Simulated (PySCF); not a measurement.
C₂H₄ClFSi₂. Atoms are numbered in the order given.

```xyz
10

C      2.8521     0.8372     0.6797
C      1.9234     0.0320     0.6661
Si     0.4711    -1.0793     0.6453
F      0.5759    -2.1006    -0.6378
Si    -1.4589     0.2448     0.3985
Cl    -1.1636     1.4847    -1.2543
H      3.6752     1.5407     0.6905
H      0.4511    -1.9139     1.8936
H     -2.6894    -0.5880     0.1701
H     -1.6613     1.0952     1.6227
```

The structure is a stationary point at PBE-D3(BJ)/def2-SVP. The structure was generated by enumeration; whether it is a known compound was not checked. One conformer was computed; it need not be the lowest.

Computed with PBE/def2-TZVP (PySCF).

ESP charges are fitted to the potential on shells at 1.4 to 2.0 van der Waals radii. Atomic charges (e):

| atom | IAO | Mulliken | ESP fit | Löwdin |
|---|---|---|---|---|
| C1 | -0.15 | -0.14 | -0.31 | -0.06 |
| C2 | -0.34 | -0.13 | -0.13 | -0.20 |
| Si3 | 0.93 | 0.44 | 0.52 | 0.09 |
| F4 | -0.51 | -0.29 | -0.24 | 0.00 |
| Si5 | 0.46 | 0.19 | -0.06 | -0.11 |
| Cl6 | -0.30 | -0.22 | -0.08 | 0.21 |
| H7 | 0.21 | 0.18 | 0.30 | 0.13 |
| H8 | -0.11 | -0.03 | -0.07 | -0.01 |
| H9 | -0.09 | 0.00 | 0.04 | -0.02 |
| H10 | -0.09 | -0.01 | 0.03 | -0.02 |

Computed Mayer and Wiberg (Löwdin basis) orders of the bonds:
```
bond     Mayer  Wiberg
-------  -----  ------
C1–C2     2.62    2.96
C2–Si3    1.06    1.20
Si3–F4    1.13    1.68
Si3–Si5   0.89    1.05
Si5–Cl6   1.16    1.83
C1–H7     0.98    0.92
Si3–H8    0.89    0.89
Si5–H9    0.91    0.94
Si5–H10   0.91    0.94
```
